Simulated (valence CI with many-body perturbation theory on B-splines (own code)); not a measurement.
## Valence orbitals of I21+

Calculated by relativistic CI+MBPT: four valence electrons over a frozen Dirac-Fock core [Ar] 3d10, radial functions for each j: 11 s, 11 p, 10 d, 8 f, 5 g, 2 h, with the one-electron correlation potential Σ1, the two-electron term Σ2, the three-electron term Σ3, Breit, model QED; selected CI, second order for the rest, scaled by the run's own slope (own B-spline code, finite nucleus).

No measured levels were compared; by estimate levels hold to about 250 cm⁻¹ or 0.2 % of their energy and the worst to 1 %, as in measured heavy ions of charge 2 to 7; those with d or f electrons hold less well. Among the levels kept, up to 460 cm⁻¹ of a level comes from second order outside the variational space, and about a tenth of that is noise between levels of different J, which matters for small intervals.

These are the spectroscopic orbitals of the CI (the correlating ones are not listed), shaped by the core and the other valence electrons. h is the expectation value of the core's Dirac-Fock operator, without the valence repulsion; Σ1 is computed up to l = 3 at one energy for each symmetry, that of its lowest orbital but kept below the first core excitation, so for empty shells it is not the orbital's own correlation shift; Breit and QED include the response of the core.

```tsv
Orbital	h (hartree)	Σ1 (cm⁻¹)	Breit (cm⁻¹)	QED (cm⁻¹)	⟨r⟩ (bohr)
4s1/2	-29.373	-12084	2929	2219	0.6655
5s1/2	-17.049	-4059	1231	941	1.159
6s1/2	-11.148	-1890	619	479	1.795
7s1/2	-7.8624	-1054	360	279	2.563
8s1/2	-5.8432	-652	228	177	3.468
9s1/2	-4.5132	-433	153	119	4.508
4p1/2	-27.493	-12086	4536	-79.9	0.6757
5p1/2	-16.164	-4135	1918	-32.8	1.192
6p1/2	-10.67	-1988	998	-16.8	1.844
7p1/2	-7.5752	-1126	589	-9.8	2.631
8p1/2	-5.6574	-704	376	-6.3	3.553
9p1/2	-4.3862	-471	255	-4.2	4.612
4p3/2	-26.885	-11178	2831	139	0.6925
5p3/2	-15.891	-3919	1201	59.7	1.214
6p3/2	-10.523	-1905	657	31.5	1.871
7p3/2	-7.4876	-1085	388	18.7	2.662
8p3/2	-5.6008	-681	249	12.0	3.590
9p3/2	-4.3476	-456	169	8.2	4.654
4d3/2	-23.822	-11371	1679	-126	0.7060
5d3/2	-14.473	-4137	750	-54.2	1.264
6d3/2	-9.7544	-2082	408	-29.1	1.952
7d3/2	-7.0234	-1210	247	-17.4	2.776
8d3/2	-5.299	-769	161	-11.3	3.735
4d5/2	-23.7	-11088	952	-57.9	0.7106
5d5/2	-14.416	-4044	413	-24.2	1.270
6d5/2	-9.723	-2036	224	-12.8	1.959
7d5/2	-7.0042	-1184	135	-7.6	2.784
8d5/2	-5.2865	-753	87.2	-4.9	3.744
4f5/2	-20.454	-10352	394	-48.4	0.6990
5f5/2	-12.993	-3528	193	-25.1	1.297
6f5/2	-8.9589	-1745	107	-14.5	2.021
7f5/2	-6.5438	-1012	65.1	-9.0	2.881
4f7/2	-20.437	-10175	47.5	-32.0	0.7002
5f7/2	-12.982	-3460	23.1	-16.6	1.298
6f7/2	-8.9519	-1711	13.0	-9.4	2.023
7f7/2	-6.5393	-993	7.9	-5.9	2.884
5g7/2	-12.42		5.1	-3.1	1.216
6g7/2	-8.6273		4.8	-2.2	1.957
7g7/2	-6.3357		3.7	-1.5	2.835
5g9/2	-12.416		-7.8	0.3	1.217
6g9/2	-8.6251		-7.0	-0.3	1.958
7g9/2	-6.3343		-5.3	-0.3	2.836
6h9/2	-8.5671				1.766
6h11/2	-8.5657				1.766
```

Among the shells of the start configuration 4s2 4p2, Σ1 is largest in size for 4p1/2, where it is 0.20 % of h.

Lowest root of each symmetry, sizes in configuration state functions:

```tsv
J	Parity	Roots	Reference	Variational	Second order	Change by selected CI (cm⁻¹)	Change by second order (cm⁻¹)
0	even	12	48	28980	145805	-3999	-1
1	even	18	103	31968	469037	-3500	-54
2	even	27	148	32016	798823	-3980	-86
3	even	19	126	31969	621098	-3346	-90
4	even	13	101	32000	667202	-2698	-58
5	even	4	55	31969	519776	-3442	-52
0	odd	9	39	28006	114151	-5313	-2
1	odd	22	106	31980	438520	-4513	-48
2	odd	29	135	31988	493079	-2903	-80
3	odd	25	126	31906	584493	-3583	-156
4	odd	16	96	31955	542657	-6232	-187
5	odd	7	59	31944	470448	-7044	-132
6	odd	3	28	32209	312331	-5583	-43
```
